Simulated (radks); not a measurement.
Values are calculated unless marked as measured or tabulated.
Q: All-electron atom: neutral rhenium in [Xe] 4f14 5d5 6s2. Level of theory: scalar-relativistic Kohn-Sham, r2SCAN, spin-polarised, spherical densities, finite nucleus; open shells are filled with parallel spins first (spin-orbit coupling, left out, can overturn this in heavy ions); meta-GGA in the generalised Kohn-Sham scheme; Fermi nuclear charge, rms radius 5.3698 fm (a radial shooting solver on a logarithmic mesh with Libxc functionals). Some entries of the table are withheld. Estimate them.

| orbital | occ. | eigenvalue (eV) | <r> (bohr) |
|---|---|---|---|
| 1s down | 1 | -71730.47 | 0.01804 |
| 1s up | 1 | -71730.45 | 0.01804 |
| 2s up | 1 | -12463.07 | 0.07621 |
| 2s down | 1 | -12462.71 | 0.07620 |
| 2p up | 3 | -10874.57 | 0.06835 |
| 2p down | 3 | -10874.30 | 0.06835 |
| 3s up | 1 | -2895.191 | 0.1972 |
| 3s down | 1 | -2895.170 | 0.1972 |
| 3p up | 3 | -2424.607 | 0.1977 |
| 3p down | 3 | -2424.558 | 0.1977 |
| 3d up | 5 | -1889.995 | 0.1793 |
| 3d down | 5 | -1889.799 | 0.1793 |
| 4s up | 1 | -609.8011 | 0.4406 |
| 4s down | 1 | -609.5310 | 0.4407 |
| 4p up | 3 | -454.7499 | 0.4683 |
| 4p down | 3 | -454.5184 | 0.4684 |
| 4d up | 5 | -259.1844 | 0.5000 |
| 4d down | 5 | -258.9037 | 0.4999 |
| 5s up | 1 | -87.8967 | 1.045 |
| 5s down | 1 | -85.4573 | 1.032 |
| 5p up | 3 | -49.4953 | 1.218 |
| 5p down | 3 | -46.0973 | 1.197 |
| 4f up | 7 | -42.6200 | 0.5827 |
| 4f down | 7 | -42.0702 | 0.5776 |
| 6s up | 1 | (1) | (2) |
| 5d up | 5 | (3) | 1.877 |
| 6s down | 1 | (4) | (5) |
| 5d down | 0 | (6) | 2.096 |

A: 
(1) 6s up eigenvalue (eV): -6.9338
(2) 6s up <r> (bohr): 2.933
(3) 5d up eigenvalue (eV): -6.8985
(4) 6s down eigenvalue (eV): -4.9115
(5) 6s down <r> (bohr): 3.382
(6) 5d down eigenvalue (eV): -2.7916
